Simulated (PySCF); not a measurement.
C₇H₁₄PS (charge +1).
Atom-mapped SMILES: `[CH2:1]1[CH2:2][PH+:3]([CH:4]2[CH2:5][CH2:6]2)[CH2:7][CH2:8][S:9]1`

NICS = −σ at a ghost point: NICS(0) at the centroid of the ring atoms, NICS(1) 1 Å to either side along the normal of their mean plane, zz for the tensor component along that normal. Level: GIAO PBE0/pcSseg-1 (PySCF, non-relativistic, gas phase) on the GFN2-xTB geometry, one conformer.

Rings: 1. C1–C2–P3–C7–C8–S9; 2. C4–C5–C6.

```json
{"set": "P", "NICS(0)": "-45.2", "NICS(1), two faces": "-9.8 / -8.5", "NICS(1)zz, two faces": "-22.8 / -23.8"}
{"set": "Q", "NICS(0)": "-2.1", "NICS(1), two faces": "-8.2 / -1.5", "NICS(1)zz, two faces": "-1.6 / 2.6"}
```

Q: Which set (ppm) belongs to which ring?

A: P = 2, Q = 1.
- 1 (6-membered ring with P and S; formal bonds all single): mean NICS(1)zz 0.5 ppm, near zero. C1, C2, P3, C7, C8 have four or more neighbours; no verdict on aromaticity is drawn.
- 2 (3-membered carbocycle; formal bonds all single): mean NICS(1)zz -23.3 ppm, shielded. C4, C5, C6 have four or more neighbours, and the NICS criterion for π rings isn't applied.

Q: How do the rings differ in shape?

A: 
```
ring                          bond lengths (Å)  rms pucker (Å)  HOMA  nearest outside atom to a NICS(1) probe (Å)
   1  1.531, 1.829, 1.827, 1.533, 1.822, 1.825            0.45     –                                hydrogen 1.50
   2                       1.510, 1.486, 1.509            0.00     –                                hydrogen 1.45
```

The run took 60 s wall on one thread of an Arm Neoverse V2, shared host with 32 logical CPUs at a one-minute load of 16, and the process peaked at 1.0 GiB of memory. This is the whole shielding run at PBE0/pcSseg-1, SCF included.
